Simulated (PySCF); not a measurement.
A structure optimised at B3LYP-D3(BJ)/def2-SVP, used in a PySCF frequency run:

```xyz
6

B      0.0000     0.0000     1.9469
H      0.0000     1.0524     2.5355
H      0.0000    -1.0524     2.5355
N      0.0000     0.0000     0.5406
C      0.0000     0.0000    -0.6594
O      0.0000     0.0000    -1.8292
```

Q: Write its SMILES, formula and point group.

A: BN=C=O, CH₂BNO, C2v

Q: What are its rotational constants (standard atomic weights)?

A: 226.36, 4.3354, 4.2540 GHz
